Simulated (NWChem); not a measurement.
System: CaF cation; SMILES [Ca+][F]

```xyz
2

Ca     0.0000     0.0000    -0.6158
F      0.0000     0.0000     1.3651
```
Atoms are numbered in this order, from 1.

The geometry was optimised at B3LYP/6-31G* (spherical d).

Task: Give the principal values of the shielding tensors (ppm) of Ca1, F2 from PBE0/x2c-SVPall-s, scalar ZORA without spin-orbit coupling, GIAO (NWChem), with their diamagnetic and paramagnetic parts as GIAO splits them.

Result: 
| atom | σ11 | σ22 | σ33 | isotropic | diamagnetic | paramagnetic |
|---|---|---|---|---|---|---|
| Ca1 | 1243.0 | 1243.0 | 1419.5 | 1301.8 | 1416.4 | -114.6 |
| F2 | -299.8 | -299.8 | 483.9 | -38.6 | 454.2 | -492.8 |
